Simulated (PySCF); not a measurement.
Isomers of C2H4B2. Gas-phase values, no solvent. One relaxed conformer stands for each flexible species; it need not be the lowest. Strings in code marks are SMILES.

The four lowest singlet excitations (Tamm–Dancoff). Level of theory: CAM-B3LYP-D3(BJ)/def2-TZVP (PySCF). Excitations are Tamm–Dancoff values on a coarser integration grid. The basis has no diffuse functions, so Rydberg states are missing or too high.

```tsv
state	energy (eV)	wavelength (nm)	oscillator strength
S1	3.80	326	0.005
S2	4.61	269	0.020
S3	5.59	222	0.155
S4	5.89	211	0.005
```

Question: Which member gives these states?
(A) `B1=BCC1`
(B) `CC1=BB1`
(C) `BB1C=C1`
(D) `B=BC=C`

Answer: B, `CC1=BB1`
